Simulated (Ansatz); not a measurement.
`FC1(F)O[CH]1[AlH2]` and `FC(F)C1OC1(F)F` differ in one atom or group.

Ansatz, PBE0-D4/def2-TZVP geometries, multiplicity 1. Each molecule was computed in one conformer, which needn't be the lowest.

```
                                                                                  property  `FC1(F)O[CH]1[AlH2]`
                                                         LUMO energy (PBE/def2-TZVPP) / eV                 -2.72
ideal-gas entropy at 298 K and 1 bar (rigid rotor, harmonic PBE0-D4/def2-TZVP) / J/(mol·K)                   345
                                                      HOMO–LUMO gap (PBE0/def2-TZVPP) / eV                  6.40
                                                       HOMO energy (B3LYP/def2-TZVPP) / eV                 -8.14
                                                       LUMO energy (B3LYP/def2-TZVPP) / eV                 -2.20
                                                   HOMO–LUMO gap (ωB97M-V/def2-TZVPP) / eV                 10.34
```

**Question.** Give the same properties after the change, and the shifts. (Best estimate.)

**Answer.** Ansatz gave: 
```json
{"property": "LUMO energy (PBE/def2-TZVPP) / eV", "`FC(F)C1OC1(F)F`": "-0.58", "shift": "2.14"}
{"property": "ideal-gas entropy at 298 K and 1 bar (rigid rotor, harmonic PBE0-D4/def2-TZVP) / J/(mol·K)", "`FC(F)C1OC1(F)F`": "353", "shift": "8"}
{"property": "HOMO–LUMO gap (PBE0/def2-TZVPP) / eV", "`FC(F)C1OC1(F)F`": "10.34", "shift": "3.94"}
{"property": "HOMO energy (B3LYP/def2-TZVPP) / eV", "`FC(F)C1OC1(F)F`": "-9.52", "shift": "-1.38"}
{"property": "LUMO energy (B3LYP/def2-TZVPP) / eV", "`FC(F)C1OC1(F)F`": "0.25", "shift": "2.45"}
{"property": "HOMO–LUMO gap (ωB97M-V/def2-TZVPP) / eV", "`FC(F)C1OC1(F)F`": "14.89", "shift": "4.55"}
```

With PBE0 the HOMO falls by 1.40 eV and the LUMO rises by 2.54 eV, so the gap widens by about 3.94 eV. PBE moves the HOMO by -1.14 eV and ωB97M-V by -1.51 eV. The zero-point energy changes by 29.0 kJ/mol with +3 modes. Modes under 60 cm⁻¹, often nearly free rotors, make the harmonic entropy too high.

B3LYP here is the variant with VWN-RPA as its local correlation; programs differ in this.
